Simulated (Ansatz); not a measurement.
`[BH2][SbH][SiH3]` + `[SiH3][S][GaH][SiH3]` → `[SiH3][S][SbH][SiH3]` + `[BH2][GaH][SiH3]` at 600 K and 1 bar (redistribution).

Program: Ansatz. Geometries: PBE0-D4/def2-TZVP. ΔE: electronic, gas phase. CCSD(T)/CBS adds triple-zeta CCSD(T) − MP2 to the extrapolated MP2 energy (def2 sets, frozen cores). Elements past krypton have def2 core potentials. For Ga, Sb outer-core shells are correlated without core-valence functions, which leaves a few kJ/mol of doubt a bond. Scalar relativity is left out up to krypton. One conformer a species, not always the lowest.

| species | CCSD(T)/CBS energy (Eh) | H − E (kJ/mol) | S (J/(mol·K)) |
| --- | --- | --- | --- |
| `[BH2][SbH][SiH3]` | -557.46017 | 193.7 | 435.8 |
| `[SiH3][S][GaH][SiH3]` | -2904.12965 | 229.1 | 524.0 |
| `[SiH3][S][SbH][SiH3]` | -1220.19310 | 229.3 | 527.3 |
| `[BH2][GaH][SiH3]` | -2241.36260 | 191.5 | 438.4 |

H − E and S are ideal-gas, rigid-rotor, harmonic terms from PBE0-D4/def2-TZVP, for one conformer and one mirror image of each species. 1 Eh = 2625.50 kJ/mol, R = 8.31446 J/(mol·K).

Task: By hand: ΔE, ΔH, ΔS and ΔG.

Result: ΔE = (-1220.19310) + (-2241.36260) − (-557.46017) − (-2904.12965) = 0.03412 Eh = 89.6 kJ/mol. Δ(H − E) = 229.3 + 191.5 − 193.7 − 229.1 = -2.0, so ΔH = 87.6 kJ/mol. ΔS = 527.3 + 438.4 − 435.8 − 524.0 = 5.9 J/(mol·K). ΔG = 87.6 − 600 × (5.9)/1000 = 84.1 kJ/mol.

Task: By hand: the equilibrium constant, and the temperature at which ΔG would vanish if ΔH and ΔS stayed fixed.

Result: log₁₀ K = −ΔG/(RT ln 10) = -7.3. ΔG = 0 at ΔH/ΔS = 14847 K, far beyond where these terms or the molecules hold.

The number of gas molecules stays the same, so ΔS is small and ΔH decides. A doubt of 5 kJ/mol in ΔE shifts log₁₀ K by 0.4 here. Other conformers and mirror images would add mixing entropy, several J/(mol·K) or more a flexible species. Modes under 60 cm⁻¹, often nearly free rotors, make the harmonic entropy too high. These are equilibria of isolated gas molecules and say nothing of rates. Largest T1 diagnostic: 0.015 (customary marks: 0.02 for closed shells, 0.045 for open ones).
